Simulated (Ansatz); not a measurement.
Species: HSe, charge -1, singlet. HSe- (SMILES [SeH-]).
B3LYP-D3(BJ)/def2-TZVP minimum from Ansatz (a quantum-chemistry and plane-wave program):
```
Se
H 1 1.4783
```
Charge -1, spin multiplicity 1.

Total energies in aug-cc-pVTZ, 8 correlated electrons, 14 frozen orbitals. Radicals and triplets start from unrestricted determinants; spin-orbit coupling is neglected. Correlated methods leave the cores frozen (noble-gas shells, and filled d and f shells in the p block). No relativity.

```tsv
method	program	energy (Eh)	minus CCSDT(Q) (mEh)
HF	Ansatz	-2400.49909	201.85
MP2	Ansatz	-2400.67362	27.32
CCSD	Ansatz	-2400.69128	9.67
CCSD(T)	Ansatz	-2400.69992	1.03
CCSDT(Q)	Ansatz	-2400.70095	0.00
```
